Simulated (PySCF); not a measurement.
Excitations are Tamm–Dancoff values on a coarser integration grid.

Species: H₂OSi, SMILES `[SiH2]=O` (charge 0, multiplicity 1).

Question: Predict the T1 excitation (TDA), LUMO and S1–T1 gap (TDA) from ωB97X-D3(BJ)/def2-TZVPD in PySCF.

Answer: 
```yaml
T1 excitation (TDA): 4.03 eV
LUMO: -0.24 eV
S1–T1 gap (TDA): 0.33 eV
```
